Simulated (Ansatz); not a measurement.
# What each rung costs, and what it gives

Saddle point of GaSiH7S, closed shell (GaSiH₅ ([SiH3][GaH2]) + H₂S → GaH₃S ([SH][GaH2]) + SiH₄; bonds formed: Si2–H5; dative contacts that become bonds: Ga1–S6; bonds broken: Ga1–Si2, H5–S6), PBE0-D4/def2-TZVP structure:

```json
{"atom": "Ga1", "x (Å)": "-0.4795", "y (Å)": "-1.2538", "z (Å)": "-0.0266"}
{"atom": "Si2", "x (Å)": "1.2206", "y (Å)": "0.6994", "z (Å)": "-0.3791"}
{"atom": "H3", "x (Å)": "-0.7013", "y (Å)": "-1.8335", "z (Å)": "-1.4527"}
{"atom": "H4", "x (Å)": "-0.0865", "y (Å)": "-1.9087", "z (Å)": "1.3285"}
{"atom": "H5", "x (Å)": "-0.6517", "y (Å)": "0.5700", "z (Å)": "-0.0284"}
{"atom": "S6", "x (Å)": "-2.2869", "y (Å)": "0.3406", "z (Å)": "0.3284"}
{"atom": "H7", "x (Å)": "1.0658", "y (Å)": "1.5754", "z (Å)": "-1.5706"}
{"atom": "H8", "x (Å)": "1.5625", "y (Å)": "1.5341", "z (Å)": "0.8039"}
{"atom": "H9", "x (Å)": "2.3567", "y (Å)": "-0.2359", "z (Å)": "-0.6323"}
{"atom": "H10", "x (Å)": "-1.9999", "y (Å)": "0.5122", "z (Å)": "1.6288"}
```

Barriers are electronic and count from the start structure reached by relaxing down the imaginary mode.

Ansatz 0.2.0; basis: as named in each row; cores frozen in the correlated methods. Filled d shells of the heavier atoms are correlated. The def2 sets are not built for correlating such inner shells, so the correlated values are less sure here. B3LYP uses VWN-RPA correlation. Extrapolation: Hartree–Fock as exp(−7.88 √X), correlation as X^−2.97.

Times are rough, for one single point on 4 threads of a shared host (Arm Neoverse V1).

The estimate by CCSD(T) at an estimated basis limit (MP2 extrapolated from triple and quadruple zeta, plus CCSD(T) − MP2 in triple zeta) is 94.7 kJ/mol.

```
      method       basis  time (s)  barrier (kJ/mol)  method less estimate
          HF      STO-3G   under 1             239.7                 145.0
       SPW92    def2-SVP   under 1              54.9                 -39.8
      PBE-D4      STO-3G   under 1              92.7                  -2.0
      PBE-D4    def2-SVP   under 1              69.0                 -25.7
    B3LYP-D4       6-31G   under 1              82.3                 -12.4
     PBE0-D4    def2-SVP         1              87.1                  -7.6
       SPW92  def2-TZVPP         1              52.7                 -42.0
      PBE-D4  def2-TZVPP         2              66.0                 -28.7
     BLYP-D4  def2-TZVPP         2              78.9                 -15.8
    B3LYP-D4  def2-TZVPP         3              91.4                  -3.3
    BHLYP-D4  def2-TZVPP         3             112.2                  17.4
     PBE0-D4  def2-TZVPP         3              82.3                 -12.4
CAM-B3LYP-D4  def2-TZVPP         3             103.2                   8.5
     CCSD(T)    def2-SVP         4             118.0                  23.3
  RPA on PBE  def2-TZVPP         4              98.6                   3.9
   r2SCAN-D4  def2-TZVPP         4              73.4                 -21.3
  r2SCAN0-D4  def2-TZVPP         5              86.5                  -8.2
     wB97M-V    def2-SVP         6             106.2                  11.4
      B2PLYP  def2-TZVPP         6              95.6                   0.9
    PBE-QIDH  def2-TZVPP         6              94.2                  -0.5
     wB97X-V  def2-TZVPP         8             106.1                  11.4
      B97M-V  def2-TZVPP         8              83.8                 -10.9
     wB97M-V  def2-TZVPP         9             102.4                   7.7
         MP2  def2-QZVPP        20              89.8                  -4.9
     CCSD(T)  def2-TZVPP        90             100.4                   5.7
```

All methods are single points on the PBE0-D4 structures.

The T1 diagnostic stays at or below 0.014.

Labels in which every atom is bracketed show which atoms are joined, not bond orders.
